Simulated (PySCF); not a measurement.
Be(F)(Et) (C₂H₅BeF), SMILES C[CH2][Be][F].

Coordinates come from a PBE-D3(BJ)/def2-SVP optimisation. One conformer was computed; it need not be the lowest.

These are PySCF with r2SCAN/def2-TZVPD values and carry that method's errors.

Gas-phase values at a fixed geometry.

### Question
Estimate the frontier levels, gap, dipole moment and polarisability. (An estimate is asked for; the answer gives what the named calculation found.)

### Answer

```json
{
  "highest_occupied_level": "-7.05 eV",
  "lowest_empty_level": "-0.27 eV",
  "orbital_gap": "6.79 eV",
  "dipole_moment": "1.39 D",
  "quadrupole, principal values (traceless, Buckingham form, about the centre of nuclear charge)": "-7.99, 3.70, 4.29 D·Å",
  "mean_static_polarisability": "41.6 bohr³ (6.17 Å³)",
  "polarisability_principal_values": "37.3, 39.9, 47.6 bohr³"
}
```
